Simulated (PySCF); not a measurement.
One of the candidates below gave these computed data.

- Polarisability: 67.7 au [PBE0/def2-SVPD]
- 13C NMR: chemical shifts (computed TMS as zero) by class: 175.8 (1 C), 24.1 (1 C) ppm [GIAO PBE0/pcSseg-1]
- Dipole: 1.35 D [PBE0/def2-SVPD]
- UV, strongest line: among the 6 lowest singlet transitions: S5 at 7.97 eV (156 nm, f = 0.051) [TDDFT PBE0/def2-SVPD]
- Rotational structure: rotational constants A, B, C: 6.313, 1.152, 0.992 GHz [GFN2-xTB]
- UV, first state: lowest singlet excitation: 5.84 eV (212 nm, f = 0.001) [TDDFT PBE0/def2-SVPD]
- Triplet: lowest triplet excitation (Tamm–Dancoff): 5.28 eV [TDA PBE0/def2-SVPD]

The electronic properties come from PySCF, for the isolated species, density fitting. Levels stand in brackets. Geometry: GFN2-xTB, one conformer, isolated molecule. NMR classes are plain means over equivalent atoms (diastereotopic ones count apart unless rotation or inversion swaps them), as if these changed places fast.

**Question.** Which candidate is it?
A. `C=CCC(=O)Cl`
B. `CC(=O)/C=C/Cl`
C. `Cl[SiH]1OCCO1`
D. `CC(=O)O[SiH2]Cl`

**Answer.** D. It is `CC(=O)O[SiH2]Cl`. Numbering: `[CH3:1][C:2](=[O:3])[O:4][SiH2:5][Cl:6]`. Its formula, C2H5ClO2Si, gives 1 degree of unsaturation: 0 rings and 1 π bond in the structure found. 2 carbons fall into 2 classes; from least to most shielded: carbonyl carbon [C2] (175.8 ppm), methyl carbon next to a carbonyl [C1] (24.1 ppm). The optimised geometry has point group Cs and is an asymmetric top.

The others, at the same levels:
- `Cl[SiH]1OCCO1` fails: it has 1 carbon class against 2; its computed 13C shifts are 65.7 (2 C) ppm, rotational constant A is 5.494 GHz (against 6.313 GHz) and smallest rotational constant is 1.472 GHz (against 0.992 GHz).
- `CC(=O)/C=C/Cl` fails: it has 4 carbons where the 13C data count 2; its computed 13C shifts are 196.6 (1 C), 153.4 (1 C), 135.6 (1 C), 34.0 (1 C) ppm, rotational constant A is 9.408 GHz (against 6.313 GHz) and smallest rotational constant is 1.082 GHz (against 0.992 GHz).
- `C=CCC(=O)Cl` fails: it has 4 carbons where the 13C data count 2; its computed 13C shifts are 182.1 (1 C), 138.7 (1 C), 126.0 (1 C), 54.9 (1 C) ppm, rotational constant A is 7.405 GHz (against 6.313 GHz) and smallest rotational constant is 1.270 GHz (against 0.992 GHz).

Each candidate is one conformer, not necessarily the lowest. Dipoles, sizes and rotational constants follow the conformer. The torsions of the flexible species, by atom-mapped SMILES:
- `[CH3:1][C:2](=[O:3])[O:4][SiH2:5][Cl:6]`: C1–C2–O4–Si5 180°, C2–O4–Si5–Cl6 180°
- `[CH3:1][C:2](=[O:3])/[CH:4]=[CH:5]/[Cl:6]`: C1–C2–C4–C5 179°
- `[CH2:1]=[CH:2][CH2:3][C:4](=[O:5])[Cl:6]`: C1–C2–C3–C4 -129°, C2–C3–C4–O5 -8°

The conformers of `Cl[SiH]1OCCO1` aren't listed.
